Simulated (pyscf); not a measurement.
Structures and frequencies: ωB97X-D3(BJ)/def2-SVP in PySCF. MP2 and CC: frozen core, UHF for open shells. ΔMP2 is the change of the MP2 total energy from the triple- to the quadruple-zeta basis. Singlets are restricted, triplets unrestricted.

Singlet (Å):
```xyz
2

C      0.6118    -0.2251    -0.4706
Se     1.7656     0.9687    -0.4123
```

Triplet (Å):
```xyz
2

C      1.4559    -2.1336    -0.4624
Se     0.4402    -1.1801    -1.4556
```

Question: For these two minima of :C=Se, which spin state lies lower at CCSD(T)/def2-TZVPP + ΔMP2(QZVPP), and by how much (electronic energies)?

Answer: The singlet, by 72.1 kcal/mol. Zero-point energy shifts E(triplet) − E(singlet) by -0.3 kcal/mol. 

E(triplet) − E(singlet) by level (kcal/mol):

| level | gap |
|---|---|
| ωB97X-D3(BJ)/def2-TZVP | +67.9 |
| PBE/def2-TZVP | +65.8 |
| r²SCAN/def2-TZVP | +60.9 |
| B3LYP-D3(BJ)/def2-TZVP | +66.1 |
| PBE0-D3(BJ)/def2-TZVP | +63.1 |
| M06-2X/def2-TZVP | +65.8 |
| ωB97M-D3(BJ)/def2-TZVP | +70.4 |
| HF/def2-TZVP | +35.4 |
| MP2/def2-QZVPP | +87.7 |
| CCSD/def2-TZVPP | +66.3 |
| CCSD(T)/def2-TZVPP | +70.0 |
| CCSD(T)/def2-TZVPP + ΔMP2(QZVPP) | +72.1 |

The triplet is the lowest one reached from the SCF start used. The CCSD(T) − MP2 part came from Ansatz, without density fitting, on the same reference. An open-shell T1 diagnostic exceeds 0.045. A UHF reference is spin-contaminated (<S²> up to 2.56), which harms MP2 most. The frozen core leaves the outer d or s,p core shells of the metals and heavy elements correlated in the MP2 and CC values, and def2-TZVPP describes them poorly, which can shift differences by a few kcal/mol. The term symbol of open-shell :C=Se was not checked; spin-orbit terms are left out. Elements up to Kr have no core potential and no relativistic terms here.
